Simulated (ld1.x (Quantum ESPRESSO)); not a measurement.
## An all-electron radial function and its pseudo partner (aluminium (Al))

Columns: radius, all-electron u(r) and pseudo u(r) of the 3p shell (level -2.81 eV) of aluminium in the configuration [Ne] 3s2 3p1; BP86, scalar-relativistic, PAW scheme, ld1.x (Quantum ESPRESSO) 7.5.

```tsv
r (bohr)	all-electron	pseudo
0.128	0.1018	-0.0050
0.255	0.1947	-0.0198
0.382	0.2137	-0.0435
0.510	0.1780	-0.0753
0.638	0.1120	-0.1136
0.765	0.0336	-0.1563
0.893	-0.0485	-0.2022
1.020	-0.1273	-0.2488
1.148	-0.2010	-0.2952
1.275	-0.2670	-0.3392
1.402	-0.3257	-0.3800
1.530	-0.3773	-0.4171
1.658	-0.4216	-0.4496
1.785	-0.4585	-0.4772
1.912	-0.4887	-0.5003
2.040	-0.5128	-0.5191
2.168	-0.5311	-0.5339
2.295	-0.5440	-0.5449
2.422	-0.5524	-0.5525
2.550	-0.5567	-0.5567
2.678	-0.5575	-0.5575
2.805	-0.5551	-0.5551
2.932	-0.5502	-0.5502
3.060	-0.5430	-0.5430
3.188	-0.5339	-0.5339
3.315	-0.5233	-0.5233
```

Q: How many radial nodes do the two functions have?

A: The all-electron 3p function has n − l − 1 = 1; the pseudo-wave has 0, since the states of the same l below it are removed with the core.

Q: At about which radius was the pseudo-wave matched?

A: 2.55 bohr. The columns agree to 0.0005 from 2.42 bohr on; several derivatives are matched, so the curves merge somewhat inside the radius.

Q: Is the pseudo-wave norm-conserving?

A: No, it belongs to a PAW set: the norm inside the radius is not constrained, and the difference is carried by the augmentation charge.
